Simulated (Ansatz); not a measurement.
**Question.** Name a neutral molecule of Al, Si, Zn and H with LUMO energy (B3LYP/def2-TZVPP) between -2.55 and -2.25 eV and HOMO–LUMO gap (B3LYP/def2-TZVPP) between 4.35 and 4.65 eV (Ansatz, PBE0-D4/def2-TZVP geometry).

**Answer.** `[AlH2][SiH2][ZnH]` (-2.28 eV, 4.47 eV). Other molecules can fit too; these were computed, each in one conformer that needn't be the lowest.

B3LYP here is the variant with VWN-RPA as its local correlation; programs differ in this.
